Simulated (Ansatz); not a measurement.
Z-matrix (Å, degrees):
```
Hf
N 1 2.034
C 1 2.513 2 139.4
C 1 2.558 2 87.5 3 13.7
C 1 2.576 2 116.0 3 28.7
C 1 2.515 2 88.0 3 -18.6
C 1 2.238 2 103.6 3 116.8
F 1 1.925 2 107.0 3 -136.9
C 1 2.492 2 117.9 3 -32.4
H 2 1.013 1 121.2 3 170.7
H 2 1.008 1 130.4 3 -7.2
H 3 1.082 1 117.2 2 177.0
H 4 1.081 1 119.1 2 31.7
C 5 1.490 1 124.4 2 93.9
H 6 1.080 1 116.8 2 -34.9
H 7 1.098 1 107.8 2 60.1
H 7 1.097 1 112.6 2 177.8
H 7 1.094 1 114.5 2 -58.9
H 9 1.081 1 115.6 2 -97.1
H 14 1.091 5 111.5 1 -64.8
H 14 1.091 5 111.7 1 56.0
H 14 1.094 5 110.2 1 175.7
```

The species carries charge 0 and has multiplicity 1. Hf: def2 effective core potential.

Problem. List the ωB97M-V/def2-TZVPP orbital energies in eV (the Gaussian-basis code of Ansatz). (Estimate.)

Solution. Computed: Occupied: -676.21, -393.64, -282.13, -281.94, -281.90, -281.83, -281.79, -281.51, -279.93, -70.51, -39.41, -38.87, -38.62, -33.37, -27.83, -25.34, -24.20, -22.97, -21.60, -20.83, -18.33, -17.96, -16.99, -15.59, -15.09, -14.50, -14.22, -13.82, -13.80, -13.77, -13.62, -13.54, -13.16, -12.87, -12.70, -12.58, -12.51, -9.86, -9.51, -9.47, -9.21. Lowest empty: 1.23, 1.65, 2.07, 2.30, 2.77, 2.92, 3.11, 3.32.
